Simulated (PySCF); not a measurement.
Cr²⁺ (chromium, charge +2): UHF calculation

Configuration: [Ar] 3d4, high-spin 5D determinant. Calculation: PySCF 2.14, in aug-cc-pVDZ; no relativity, point nucleus.

```json
{"Total energy": "-1042.579788 hartree", "One-electron energy": "-1420.3173 hartree", "Hartree (Coulomb) energy": "424.9935 hartree", "Exchange energy": "-47.2560 hartree", "Kinetic energy": "1042.56470 hartree", "⟨S²⟩": "6.0013", "⟨L²⟩": "6.016", "Sum of ⟨r⟩": "14.61 bohr", "Sum of ⟨r²⟩": "16.26 bohr²", "Traceless quadrupole moment −½Σ⟨3z² − r²⟩ along its main axis": "-0.497 e·bohr²", "Density at the nucleus (Gaussians lack the cusp)": "9260 bohr⁻³", "Spin density at the nucleus": "-0.0912 bohr⁻³", "Langevin diamagnetic susceptibility": "-12.9 ×10⁻⁶ cm³/mol", "Time after the integrals": "0.33 s of wall time on 1 thread of Neoverse-V1 (shared host)"}
```

```csv
shell,electrons,mean orbital energy (eV),spread (eV),"rms radius, mean of both spins (bohr)"
1s α,1,-6019.9,0,0.0743
1s β,1,-6019.9,0,0.0743
2s α,1,-737.71,0,0.319
2s β,1,-735.05,0,0.319
2p α,3,-626.96,0.036,0.288
2p β,3,-624.29,0.815,0.288
3s α,1,-116.31,0,0.973
3s β,1,-107.96,0,0.973
3p α,3,-83.397,1.298,1.05
3p β,3,-73.183,2.007,1.05
3d α,4,-32.736,1.722,1.33
```
